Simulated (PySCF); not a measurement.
## Working with the constants of AlTl⁺

UHF-CCSD(T) constants of AlTl⁺, ²Σ⁺ (doublet), unpaired electrons σ ↑ (Al def2-SVP, Tl def2-SVP with ECP60; scalar-relativistic core potentials (PySCF 2.14); masses 26.9815 and 204.9744 u):

* ωe: 110.9 cm⁻¹
* ωexe: 0.58 cm⁻¹
* Be: 0.059909 cm⁻¹
* αe: 0.000457 cm⁻¹

Task: What force constant and bond length do these constants imply?

Result: Reduced mass μred = 23.843 u; k = 5.8918×10⁻⁷·μred·ωe² (u, cm⁻¹, mdyn/Å) = 0.173 mdyn/Å; Re = √(16.8576/(μred·Be)) (u, cm⁻¹, Å) = 3.435 Å.

Task: Estimate the centrifugal constant D from the Kratzer relation and find the Dunham coefficient a1.

Result: D = 4Be³/ωe² = 6.99e-08 cm⁻¹; a1 = −1 − αeωe/(6Be²) = -3.35.

Correlated steps freeze 9 core orbitals. Spin–orbit coupling is left out, which matters for elements this heavy, above all for dissociation energies. The state was picked by a PBE0 search and need not be the measured ground state.
